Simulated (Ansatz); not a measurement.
The first iterations of a band of BFH$_{5}$NSi (9 atoms, charge 0, multiplicity 1).

Computed with RKS LDA/def2-SVP (Ansatz 0.2.0).

```json
{
  "movable images": "3",
  "climbing image": "yes",
  "spring": "5.0 eV/Å²",
  "optimiser": "quadratic models (default)",
  "start path": "IDPP",
  "force threshold": "0.05 eV/Å",
  "iteration limit": "60",
  "end points": "relaxed"
}
```

Initial state:

```xyz
9
Properties=species:S:1:pos:R:3
F 0.274 0.066 -2.094
B 0.920 0.645 -1.086
N 0.506 0.389 0.229
Si -0.839 -0.634 0.716
H 1.859 1.385 -1.335
H 1.051 0.847 0.968
H -1.795 -0.729 -0.435
H -0.381 -2.014 1.111
H -1.504 -0.001 1.908
```

Final state:

```xyz
9
Properties=species:S:1:pos:R:3
F -0.534 1.927 -0.627
B 0.644 1.321 -0.512
N 0.684 -0.008 -0.068
Si -0.704 -0.985 0.392
H 1.658 1.940 -0.797
H 1.614 -0.438 -0.014
H -1.218 -1.813 -0.757
H -0.268 -1.919 1.488
H -1.788 -0.071 0.878
```

| iteration | highest image above the first end (eV) | largest band force component (eV/Å) |
| --- | --- | --- |
| 1 | 0.084 | 1.078 |
| 2 | 0.015 | 0.626 |

**Question.** Does the band converge within its limit, and where does its top end?

**Answer.** The forces met the threshold. It ended after 6 iterations with the highest image 0.000 eV above the first end. The top lies less than 8 meV above the higher end, about what the thresholds resolve: that end is a shoulder or a very shallow well. Another band between the same ends (5 images) ends at a top of the same energy, where a vibrational analysis finds 1 clearly imaginary mode. So few images can step over the top or miss a turn of the path.

Time of the run: 30 s on 1 thread of Arm Neoverse V1, on a shared host, peak memory 0.11 GiB.
